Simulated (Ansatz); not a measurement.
Clusters of 8 atoms, halide: gap (eV) at several levels, gas phase, relaxed structures; Ansatz. Clusters are the lowest isomers that short searches found in that spin, judged at the geometry's level. Core potentials for Ag, Rb, Ru in the def2 sets, no spin–orbit coupling. HOMO and LUMO are taken over both spins. Singlets are spin-restricted. The structures are stationary points that may keep the symmetry of their start. Remarks come from the PBE and PBE0 runs and from stability tests at other levels; not every state was tested.

| species | state | geometry | PBE-D4/def2-SVP | PBE-D4/def2-TZVP | r2SCAN-D4/def2-TZVP | PBE0-D4/def2-SVP | PBE0-D4/def2-TZVP | remarks |
| --- | --- | --- | --- | --- | --- | --- | --- | --- |
| Ag4H4⁺ | doublet | r2SCAN-D4/def2-SVP | 0.30 | 0.30 | 0.48 | 1.70 | 1.73 | – |
| K4H4 | singlet | r2SCAN-D4/def2-SVP | 2.94 | 3.00 | 3.80 | 4.38 | 4.47 | – |
| Ru2F6 | singlet | PBE0-D4/def2-SVP | 0.41 | 0.40 | 0.63 | 2.71 | 2.74 | restricted SCF unstable in HF |
| Al2Cl6 | singlet | r2SCAN-D4/def2-SVP | 6.16 | 6.09 | 6.93 | 8.49 | 8.39 | – |
| Rb4H4 | singlet | PBE0-D4/def2-SVP | 2.10 | 2.12 | 2.79 | 3.48 | 3.51 | – |
